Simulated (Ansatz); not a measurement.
Molecular dynamics of CH6BNO

Input file:

```yaml
crystal:
  periodic: [false, false, false]
  atoms:
    - { symbol: B, position_ang: [-0.128343, -0.084991, -0.068576] }
    - { symbol: C, position_ang: [-0.006423, -0.135246, 1.505346] }
    - { symbol: H, position_ang: [-0.981834, -0.13685, 2.004033] }
    - { symbol: H, position_ang: [0.531638, -1.035783, 1.832691] }
    - { symbol: H, position_ang: [0.556548, 0.727836, 1.88701] }
    - { symbol: O, position_ang: [1.001731, -0.0778, -0.897549] }
    - { symbol: H, position_ang: [1.863656, -0.10304, -0.459156] }
    - { symbol: "N", position_ang: [-1.368185, -0.045341, -0.729497] }
    - { symbol: H, position_ang: [-2.250101, -0.045547, -0.247041] }
    - { symbol: H, position_ang: [-1.421588, -0.015137, -1.735661] }
basis:
  gaussian: { orbitals: "6-31G" }
hamiltonian:
  xc: pbe0
  dispersion: d4
md:
  timestep: 0.5
  n_steps: 500
  ensemble: nvt_nose_hoover
  temperature: 300.0
  initial_velocities: maxwell_boltzmann
  seed: 69592
  nose_hoover: { tau: 100.0, chain_length: 5 }
  masses: [{ species: H, mass: 10.0 }]
```

Command:

```bash
$ ansatz run input.yaml --threads 1 --pin off --max-ram 2048MiB --backend cpu --events-out ev --progress --plain --runs-dir out
```

It starts from a relaxed structure.

Output, in part (step lines, the closing report, with atoms numbered from 0):

```
md step     0: t =     0.00 fs  T =   300.0 K  F+E_penalty+E_count = -5343.42036136 eV  E_kin = 0.310224 eV  conserved = -5343.11013736 eV  (23 SCF iters)
md step     1: t =     0.50 fs  T =   297.9 K  F+E_penalty+E_count = -5343.41823203 eV  E_kin = 0.308102 eV  conserved = -5343.11013006 eV  (21 SCF iters)
md step     2: t =     1.00 fs  T =   291.8 K  F+E_penalty+E_count = -5343.41186836 eV  E_kin = 0.301764 eV  conserved = -5343.11010491 eV  (22 SCF iters)
md step     3: t =     1.50 fs  T =   282.0 K  F+E_penalty+E_count = -5343.40167615 eV  E_kin = 0.291613 eV  conserved = -5343.11006353 eV  (22 SCF iters)
md step     4: t =     2.00 fs  T =   269.1 K  F+E_penalty+E_count = -5343.38831821 eV  E_kin = 0.278311 eV  conserved = -5343.11000887 eV  (22 SCF iters)
md step     5: t =     2.50 fs  T =   254.1 K  F+E_penalty+E_count = -5343.37266664 eV  E_kin = 0.262726 eV  conserved = -5343.10994505 eV  (22 SCF iters)
md step     6: t =     3.00 fs  T =   237.8 K  F+E_penalty+E_count = -5343.35573628 eV  E_kin = 0.245868 eV  conserved = -5343.10987739 eV  (22 SCF iters)
md step     7: t =     3.50 fs  T =   221.3 K  F+E_penalty+E_count = -5343.33860276 eV  E_kin = 0.228807 eV  conserved = -5343.10981143 eV  (22 SCF iters)
[... lines left out ...]
md step   497: t =   248.50 fs  T =   277.8 K  F+E_penalty+E_count = -5343.15169888 eV  E_kin = 0.287225 eV  conserved = -5343.10963188 eV  (22 SCF iters)
md step   498: t =   249.00 fs  T =   272.0 K  F+E_penalty+E_count = -5343.14542120 eV  E_kin = 0.281316 eV  conserved = -5343.10961122 eV  (22 SCF iters)
md step   499: t =   249.50 fs  T =   267.0 K  F+E_penalty+E_count = -5343.13985312 eV  E_kin = 0.276111 eV  conserved = -5343.10959092 eV  (22 SCF iters)
md step   500: t =   250.00 fs  T =   263.0 K  F+E_penalty+E_count = -5343.13532648 eV  E_kin = 0.271941 eV  conserved = -5343.10957171 eV  (23 SCF iters)
Total energy: -5343.13534345 eV, -196.3566021646 hartree
Atom 0 at    -0.153717    -0.088229    -0.058535 Å, force     0.649240     0.273346    -0.039164 eV/Å
Atom 1 at     0.025756    -0.214607     1.508060 Å, force     0.135213     2.164362     0.744922 eV/Å
Atom 2 at    -0.426056     0.778170     1.935267 Å, force     0.378352    -1.759675    -0.441019 eV/Å
Atom 3 at    -0.487314    -1.080924     1.953187 Å, force     0.250310     0.297679     0.098949 eV/Å
Atom 4 at     1.108744    -0.127954     1.842649 Å, force    -1.120374    -0.601858    -0.373011 eV/Å
Atom 5 at     0.951810     0.229899    -0.871730 Å, force     0.073060     0.080750     0.124035 eV/Å
Atom 6 at     1.797274     0.408293    -0.420201 Å, force    -0.355813    -0.157571    -0.146499 eV/Å
Atom 7 at    -1.384660    -0.168314    -0.741175 Å, force    -1.200321    -1.455655     0.593297 eV/Å
Atom 8 at    -2.234832    -0.609589    -0.315858 Å, force     1.312669     0.919346    -0.628803 eV/Å
Atom 9 at    -1.367776    -0.197735    -1.752234 Å, force    -0.122336     0.239276     0.067294 eV/Å
Dipole moment:    -0.068611    -0.140557     0.198056 e Å
```

The steps, from the saved trajectory:

| time (fs) | T (K) | potential energy less start (eV) | conserved less start (meV/atom) |
| --- | --- | --- | --- |
| 0 | 300 | 0.000 | 0.00 |
| 8 | 168 | 0.137 | 0.03 |
| 16 | 88 | 0.221 | 0.04 |
| 24 | 161 | 0.147 | 0.02 |
| 32 | 179 | 0.132 | 0.03 |
| 40 | 173 | 0.143 | 0.02 |
| 48 | 174 | 0.148 | 0.03 |
| 56 | 159 | 0.170 | 0.04 |
| 64 | 177 | 0.161 | 0.03 |
| 72 | 151 | 0.196 | 0.02 |
| 80 | 166 | 0.189 | 0.04 |
| 88 | 242 | 0.126 | 0.03 |
| 96 | 227 | 0.158 | 0.04 |
| 104 | 203 | 0.197 | 0.04 |
| 112 | 208 | 0.206 | 0.03 |
| 120 | 209 | 0.216 | 0.04 |
| 128 | 196 | 0.244 | 0.05 |
| 136 | 250 | 0.200 | 0.04 |
| 144 | 269 | 0.192 | 0.03 |
| 152 | 262 | 0.210 | 0.03 |
| 160 | 178 | 0.305 | 0.05 |
| 168 | 200 | 0.287 | 0.05 |
| 176 | 248 | 0.245 | 0.04 |
| 184 | 340 | 0.158 | 0.02 |
| 192 | 302 | 0.204 | 0.04 |
| 200 | 183 | 0.332 | 0.06 |
| 208 | 227 | 0.290 | 0.04 |
| 216 | 320 | 0.200 | 0.02 |
| 224 | 267 | 0.261 | 0.05 |
| 232 | 287 | 0.246 | 0.05 |
| 240 | 290 | 0.249 | 0.05 |
| 248 | 284 | 0.262 | 0.05 |

All steps were run. The conserved energy stayed within 0.066 meV per atom of its start (net change 0.056 meV per atom), so the integration is sound. The mean temperature of the second half is 14 % below the set value. A run of 0.25 ps of so small a system gives no equilibrium averages. Limits of this set-up: no polarisation functions.

The same pairs are bonded in the first frame and the last. Pairs count as bonded within 1.25 times the sum of covalent radii (0.12 Å more for H–H).

Last frame:

```xyz
10
Properties=species:S:1:pos:R:3
B -0.154 -0.088 -0.059
C 0.026 -0.215 1.508
H -0.426 0.778 1.935
H -0.487 -1.081 1.953
H 1.109 -0.128 1.843
O 0.952 0.230 -0.872
H 1.797 0.408 -0.420
N -1.385 -0.168 -0.741
H -2.235 -0.610 -0.316
H -1.368 -0.198 -1.752
```

Time of the run: 13 min on 1 thread of AMD EPYC 7B13 (Zen 3), on a shared host, peak memory 0.13 GiB.
